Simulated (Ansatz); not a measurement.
```xyz
2

Si    0.0000    0.0000   -0.1109
H     0.0000    0.0000    1.5530
```

Basis set: def2-TZVP (spherical functions). Frozen core: 5 orbitals. Charge 0, multiplicity 2.

Computed with Ansatz (development build ahead of 0.2.0); each method stands on the lowest determinant of its kind that the runs found.

(1) Give the atomization energy at this shape (free ground-state atoms in the same class of orbitals less the molecule, no zero-point energy) of doublet SiH by UHF-MP2, UHF.

Answers

(1)

```json
{"method": "UHF-MP2", "atomization energy": "2.71 eV"}
{"method": "UHF", "atomization energy": "2.12 eV"}
```
